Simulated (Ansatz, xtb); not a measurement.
Spectroscopic constants of AuH, closed-shell singlet (the spin of the measured ground state). No spin–orbit coupling.

Seven points along R, fitted to fifth degree in 1/R; most abundant isotopes. Runs in def2 and cc sets follow the lowest solution found near the PBE0 minimum. The singlet is held restricted. HF and MP2 rows in def2 and cc sets belong to the determinant that coupled cluster picked by its CCSD energy.

Correlated levels freeze the inner cores; with def2 sets outer-core shells near the valence are correlated too. CBS(a, b) extrapolates the correlation energy as X⁻³ and adds the Hartree–Fock energy of set b.

Run with Ansatz (Gaussian basis) for Hartree–Fock, density functionals and correlated methods; xtb for the GFN methods. Each number belongs to the level named beside it. In def2 rows elements past Kr take small-core potentials, without spin–orbit coupling.

D_e counts from each atom's lowest state at the same level, without counterpoise or zero-point energy.

```json
[
 {"level": "GFN1-xTB", "r_e (Å)": "1.507", "ω_e (cm⁻¹)": "2321", "ω_e x_e (cm⁻¹)": "88", "D_e (eV)": "-", "dipole (D)": "-"},
 {"level": "HF/def2-TZVPP", "r_e (Å)": "1.572", "ω_e (cm⁻¹)": "…", "ω_e x_e (cm⁻¹)": "34", "D_e (eV)": "-", "dipole (D)": "-"},
 {"level": "B97M-V/def2-TZVPP", "r_e (Å)": "1.551", "ω_e (cm⁻¹)": "2134", "ω_e x_e (cm⁻¹)": "43", "D_e (eV)": "3.05", "dipole (D)": "1.49"},
 {"level": "B3LYP/def2-TZVPP", "r_e (Å)": "1.541", "ω_e (cm⁻¹)": "2219", "ω_e x_e (cm⁻¹)": "40", "D_e (eV)": "3.06", "dipole (D)": "1.35"},
 {"level": "wB97X-V/def2-TZVPP", "r_e (Å)": "1.541", "ω_e (cm⁻¹)": "2243", "ω_e x_e (cm⁻¹)": "37", "D_e (eV)": "2.98", "dipole (D)": "1.82"},
 {"level": "B2PLYP/def2-TZVPP", "r_e (Å)": "1.529", "ω_e (cm⁻¹)": "2285", "ω_e x_e (cm⁻¹)": "39", "D_e (eV)": "-", "dipole (D)": "-"},
 {"level": "MP2/def2-QZVPP", "r_e (Å)": "1.484", "ω_e (cm⁻¹)": "2475", "ω_e x_e (cm⁻¹)": "31", "D_e (eV)": "-", "dipole (D)": "-"},
 {"level": "CCSD(T)/CBS(def2-TZVPP, def2-QZVPP)", "r_e (Å)": "…", "ω_e (cm⁻¹)": "…", "ω_e x_e (cm⁻¹)": "28", "D_e (eV)": "3.32", "dipole (D)": "-"}
]
```

**Question.** Fill in the missing entries.

**Answer.** 
- CCSD(T)/CBS(def2-TZVPP, def2-QZVPP), r_e (Å): 1.511
- CCSD(T)/CBS(def2-TZVPP, def2-QZVPP), ω_e (cm⁻¹): 2297
- HF/def2-TZVPP, ω_e (cm⁻¹): 2081

Measured for the ground state: r_e 1.5238 Å, ω_e 2305 cm-1, ω_e x_e 43.12 cm-1, B_e 7.2401 cm-1, α_e 0.2136 cm-1 [Huber and Herzberg (1979), NIST Chemistry WebBook]. D_0 3.076 ± 0.027 eV (a handbook's tabulated 298 K bond energy less 3RT/2; such tables hold older values) [Luo, bond dissociation energies, CRC Handbook].

Ansatz is an electronic-structure program.
